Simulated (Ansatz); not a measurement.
A nudged elastic band was laid between two geometries of C2H9NSi + H2S (16 atoms, charge 0, multiplicity 1).

Level of theory: Ansatz 0.2.0, RKS PBE/6-31G.

| Property | Result |
| --- | --- |
| movable images | 5 |
| climbing image | yes |
| spring | 5.0 eV/Å² |
| optimiser | quadratic models (default) |
| start path | through a guess of the saddle point |
| force threshold | 0.03 eV/Å |
| iteration limit | 60 |
| end points | relaxed |

First end point:

```xyz
16
Properties=species:S:1:pos:R:3
Si -1.679 0.679 -0.182
N -0.064 -0.161 0.091
C 0.196 -0.650 1.472
C 0.350 -1.140 -0.950
H -1.610 1.300 -1.554
H -1.822 1.710 0.907
H -2.833 -0.309 -0.123
H 0.982 0.933 -0.019
S 2.131 1.961 -0.038
H -0.059 0.139 2.196
H -0.383 -1.564 1.709
H 1.273 -0.872 1.571
H -0.205 -2.096 -0.872
H 0.184 -0.710 -1.951
H 1.429 -1.342 -0.837
H 2.109 2.122 -1.420
```

Last end point:

```xyz
16
Properties=species:S:1:pos:R:3
Si -2.170 1.664 -0.338
N 1.263 -0.301 0.135
C 0.738 -0.869 1.410
C 0.983 -1.120 -1.079
H -2.474 0.687 -1.474
H -3.105 2.844 -0.509
H -2.608 0.931 0.930
H 2.268 -0.090 0.213
S -0.065 2.338 -0.271
H 0.979 -0.178 2.230
H -0.357 -0.944 1.330
H 1.162 -1.867 1.617
H -0.109 -1.192 -1.203
H 1.397 -0.604 -1.957
H 1.412 -2.133 -0.997
H 0.685 0.833 -0.038
```

Task: Which bonds break or form, and what moves?

Result: Bonds broken: Si1–N2, H8–S9. Bonds formed: Si1–S9, N2–H8. C2H9NSi + H2S becomes C2H7N + H4SSi.

Task: What energy profile does the band end with?

Result: The run converged. The highest image is number 1 of 0 to 6, 11.7 kJ/mol above the first end and 75.0 kJ/mol above the last; the last end lies 63.3 kJ/mol below the first. A vibrational analysis at the climbing image gives one clearly imaginary mode, 88i cm⁻¹: a first-order saddle point. The orbitals stay closed-shell, which can raise the energy where a bond breaks towards radicals; this wasn't checked here. Limits of this set-up: no polarisation functions.

| image | path coordinate (Å) | energy (kJ/mol) | Si1–N2 (Å) | H8–S9 (Å) | Si1–S9 (Å) |
| --- | --- | --- | --- | --- | --- |
| 0 | 0.00 | 0.0 | 1.84 | 1.54 | 4.02 |
| 1 | 1.90 | 11.7 | 1.96 | 1.99 | 3.03 |
| 2 | 3.78 | 0.6 | 2.32 | 2.46 | 2.41 |
| 3 | 5.66 | -21.3 | 3.19 | 3.51 | 2.26 |
| 4 | 7.53 | -59.4 | 3.72 | 3.38 | 2.21 |
| 5 | 9.41 | -61.5 | 4.25 | 3.33 | 2.21 |
| 6 | 11.29 | -63.3 | 3.98 | 3.40 | 2.21 |

Task: What is the geometry of the highest image?

Result: 
```xyz
16
Properties=species:S:1:pos:R:3
Si -1.315 0.927 -0.225
N 0.228 -0.223 0.138
C 0.204 -0.778 1.530
C 0.423 -1.269 -0.916
H -1.395 1.403 -1.648
H -1.621 1.888 0.885
H -2.329 -0.223 -0.104
H 0.993 0.577 0.055
S 1.257 2.527 -0.215
H 0.214 0.062 2.241
H -0.701 -1.387 1.683
H 1.099 -1.400 1.694
H -0.463 -1.921 -0.976
H 0.580 -0.767 -1.883
H 1.311 -1.875 -0.675
H 1.515 2.458 -1.584
```

Task: What are the harmonic wavenumbers there?

Result: 88i, 49, 203, 211, 215, 222, 246, 297, 311, 360, 420, 482, 560, 643, 785, 871, 889, 943, 1022, 1066, 1125, 1161, 1215, 1261, 1425, 1447, 1480, 1488, 1497, 1505, 1525, 2001, 2151, 2205, 2235, 2433, 2999, 3001, 3093, 3093, 3105, 3109 cm⁻¹.

The band took 33 iterations and of the order of 12 core-minutes.

The run took 6 min on 2 threads of Arm Neoverse V2 (shared host), peak memory 0.15 GiB.
